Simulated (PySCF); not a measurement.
CH₄N (SMILES C[NH-]), charge -1, singlet, at a GFN2-xTB geometry, with bond 3-1 at 2.0 times its length; PySCF with SVWN5/6-31G*.

The PySCF input:
```python
from pyscf import gto, scf, dft

mol = gto.Mole()
mol.atom = '''
    C     0.039183    0.577260    0.022562
    N     0.013865   -0.793202    0.083992
    H    -2.012901    1.747541    0.021809
    H    -0.494435   -1.143624   -0.752617
    H     0.575840    0.977669    0.903524
    H     0.573301    1.092402   -0.896404
'''
mol.basis = '6-31g*'
mol.charge = -1
mol.spin = 0
mol.verbose = 4
mol.build()

mf = dft.RKS(mol)
mf.xc = 'lda,vwn'
mf.DIIS = scf.EDIIS
mf.kernel()
mf.analyze()
```

Output, abridged:

```
PySCF version 2.14.0

[INPUT] verbose = 4
[INPUT] num. atoms = 6
[INPUT] num. electrons = 18
[INPUT] charge = -1
[INPUT] spin (= nelec alpha-beta = 2S) = 0
[INPUT] symmetry False subgroup None
[INPUT] Mole.unit = angstrom
[INPUT] Symbol           X                Y                Z      unit          X                Y                Z       unit  Magmom
[...]
nuclear repulsion = 34.1514037983973
number of shells = 20
number of NR pGTOs = 70
number of NR cGTOs = 36
basis = 6-31g*
ecp = {}

******** <class 'pyscf.dft.rks.RKS'> ********
method = RKS
initial guess = minao
damping factor = 0
level_shift factor = 0
DIIS = <class 'pyscf.scf.diis.EDIIS'>
diis_start_cycle = 1
diis_space = 8
diis_damp = 0
SCF conv_tol = 1e-09
SCF conv_tol_grad = None
SCF max_cycles = 50
direct_scf = True
direct_scf_tol = 1e-13
XC library pyscf.dft.libxc version 7.1.2
    S. Lehtola, C. Steigemann, M. J. T. Oliveira, and M. A. L. Marques,  SoftwareX 7, 1–5 (2018)
XC functionals = lda,vwn
    P. A. M. Dirac,  Math. Proc. Cambridge Philos. Soc. 26, 376 (1930)
    F. Bloch,  Z. Phys. 57, 545 (1929)
    S. H. Vosko, L. Wilk, and M. Nusair,  Can. J. Phys. 58, 1200 (1980)
radial grids:
    Treutler-Ahlrichs [JCP 102, 346 (1995); DOI:10.1063/1.469408] (M4) radial grids

becke partition: Becke, JCP 88, 2547 (1988); DOI:10.1063/1.454033
pruning grids: <function nwchem_prune>
grids dens level: 3
symmetrized grids: False
atomic radii adjust function: <function treutler_atomic_radii_adjust>
small_rho_cutoff = 0
Set gradient conv threshold to 3.16228e-05
Initial guess from minao.
tot grids = 67256
init E= -94.1033981740349
[...]
cycle= 1 E= -94.1671172552781  delta_E= -0.0637  |g|= 0.562  |ddm|= 2.09
[...]
cycle= 2 E= -93.6484726182007  delta_E= 0.519  |g|= 1.38  |ddm|= 2.48
[...]
cycle= 3 E= -93.8406126522946  delta_E= -0.192  |g|= 1.05  |ddm|= 2.79
[...]
cycle= 4 E= -94.1635002820718  delta_E= -0.323  |g|= 0.54  |ddm|= 1.42
[...]
cycle= 5 E= -94.1635002821676  delta_E= -9.58e-11  |g|= 0.54  |ddm|= 7.21e-10
[...]
cycle= 6 E= -94.1635002715188  delta_E= 1.06e-08  |g|= 0.54  |ddm|= 8.03e-08
[...]
cycle= 7 E= -94.1635002774585  delta_E= -5.94e-09  |g|= 0.54  |ddm|= 4.48e-08
[...]
cycle= 8 E= -94.1635002821081  delta_E= -4.65e-09  |g|= 0.54  |ddm|= 3.51e-08
[...]
cycle= 9 E= -94.1635002819713  delta_E= 1.37e-10  |g|= 0.54  |ddm|= 1.03e-09
[...]
cycle= 10 E= -94.1635002804145  delta_E= 1.56e-09  |g|= 0.54  |ddm|= 1.17e-08
[...]
cycle= 11 E= -93.0127184893121  delta_E= 1.15  |g|= 1.95  |ddm|= 3.02
[...]
cycle= 12 E= -93.3584434116781  delta_E= -0.346  |g|= 1.49  |ddm|= 3.69
[...]
cycle= 13 E= -93.7523440878337  delta_E= -0.394  |g|=  1.2  |ddm|= 2.12
[...]
cycle= 14 E= -93.9994902412847  delta_E= -0.247  |g|= 0.88  |ddm|= 0.443
[...]
cycle= 15 E= -93.9994902436842  delta_E= -2.4e-09  |g|= 0.88  |ddm|= 8.03e-09
[...]
cycle= 16 E= -93.9994902439489  delta_E= -2.65e-10  |g|= 0.88  |ddm|= 4.23e-09
[...]
cycle= 17 E= -93.9994902421012  delta_E= 1.85e-09  |g|= 0.88  |ddm|= 9.49e-09
[...]
cycle= 18 E= -93.9994902432382  delta_E= -1.14e-09  |g|= 0.88  |ddm|= 2.96e-09
[...]
cycle= 19 E= -93.9994902431728  delta_E= 6.55e-11  |g|= 0.88  |ddm|= 1.63e-09
[...]
cycle= 20 E= -90.1725598300901  delta_E= 3.83  |g|= 3.06  |ddm|= 9.93
[...]
cycle= 21 E= -92.4709711785908  delta_E= -2.3  |g|= 2.32  |ddm|= 10.1
[...]
cycle= 22 E= -93.10806314732  delta_E= -0.637  |g|= 1.78  |ddm|= 2.95
[...]
cycle= 23 E= -93.6547340707859  delta_E= -0.547  |g|= 1.39  |ddm|= 1.11
[...]
cycle= 24 E= -93.6547340708049  delta_E= -1.9e-11  |g|= 1.39  |ddm|= 3.84e-11
[...]
cycle= 25 E= -93.65473407105  delta_E= -2.45e-10  |g|= 1.39  |ddm|= 3.52e-10
[...]
cycle= 26 E= -93.654734070805  delta_E= 2.45e-10  |g|= 1.39  |ddm|= 3.38e-10
[...]
cycle= 27 E= -93.654734070786  delta_E= 1.9e-11  |g|= 1.39  |ddm|= 2.61e-11
[...]
cycle= 28 E= -93.654734071623  delta_E= -8.37e-10  |g|= 1.39  |ddm|= 1.56e-09
[...]
cycle= 29 E= -88.7429810686464  delta_E= 4.91  |g|= 3.32  |ddm|= 10.8
[...]
cycle= 30 E= -92.0592837783458  delta_E= -3.32  |g|= 2.62  |ddm|= 10.7
[...]
cycle= 31 E= -92.9853300715478  delta_E= -0.926  |g|= 1.89  |ddm|=  3.2
[...]
cycle= 32 E= -93.4531191177681  delta_E= -0.468  |g|=  1.6  |ddm|= 1.04
[...]
cycle= 33 E= -93.4531191193377  delta_E= -1.57e-09  |g|=  1.6  |ddm|= 1.95e-09
[...]
cycle= 34 E= -93.4531191173643  delta_E= 1.97e-09  |g|=  1.6  |ddm|= 4.06e-09
[...]
cycle= 35 E= -93.4531191178676  delta_E= -5.03e-10  |g|=  1.6  |ddm|= 2.92e-09
[...]
cycle= 36 E= -93.4531191180644  delta_E= -1.97e-10  |g|=  1.6  |ddm|= 5.77e-10
[...]
cycle= 37 E= -93.4531191177755  delta_E= 2.89e-10  |g|=  1.6  |ddm|= 9.9e-10
[...]
cycle= 38 E= -88.4908110049423  delta_E= 4.96  |g|= 3.33  |ddm|= 11.4
[...]
cycle= 39 E= -92.0368864385838  delta_E= -3.55  |g|= 2.62  |ddm|= 11.2
[...]
cycle= 40 E= -93.1304666052981  delta_E= -1.09  |g|= 1.83  |ddm|= 2.95
[...]
cycle= 41 E= -93.349694109244  delta_E= -0.219  |g|=  1.7  |ddm|= 0.465
[...]
cycle= 42 E= -93.3496941094395  delta_E= -1.95e-10  |g|=  1.7  |ddm|= 4.59e-10
[...]
cycle= 43 E= -93.3496941370655  delta_E= -2.76e-08  |g|=  1.7  |ddm|= 5.43e-08
[...]
cycle= 44 E= -93.3496941059698  delta_E= 3.11e-08  |g|=  1.7  |ddm|= 5.49e-08
[...]
cycle= 45 E= -93.349694108828  delta_E= -2.86e-09  |g|=  1.7  |ddm|= 4.61e-09
[...]
cycle= 46 E= -93.349694108522  delta_E= 3.06e-10  |g|=  1.7  |ddm|= 1.07e-09
[...]
cycle= 47 E= -88.5542333109502  delta_E=  4.8  |g|= 3.28  |ddm|=   12
[...]
cycle= 48 E= -92.1698614999413  delta_E= -3.62  |g|= 2.52  |ddm|= 11.8
[...]
cycle= 49 E= -93.2340891349067  delta_E= -1.06  |g|= 1.79  |ddm|= 2.72
[...]
cycle= 50 E= -93.3140806571944  delta_E= -0.08  |g|= 1.74  |ddm|= 0.159
SCF not converged.
SCF energy = -93.3140806571944
**** SCF Summaries ****
Total Energy =                         -93.314080657194424
Nuclear Repulsion Energy =              34.151403798397340
One-electron Energy =                 -198.094968515458390
Two-electron Energy =                   70.629484059866627
Two-electron Coulomb Energy =           83.760512710345978
DFT Exchange-Correlation Energy =      -13.131028650479358
HOMO-LUMO gap [eV] =                     1.938712770059395
**** MO energy ****
[...]
 ** Mulliken pop on meta-lowdin orthogonal AOs  **
 ** Mulliken pop  **
[...]
 ** Mulliken atomic charges  **
charge of    0C =      1.56839
charge of    1N =     -1.64412
charge of    2H =     -0.86929
charge of    3H =      0.25159
charge of    4H =     -0.20317
charge of    5H =     -0.10340

WARN: System has nonzero charge -1; the dipole moment is origin-dependent.
Location of origin: [0. 0. 0.]

Dipole moment(X, Y, Z, Debye):  5.84011,  1.98766, -2.76425
```

The run did not converge; its last values are not results.
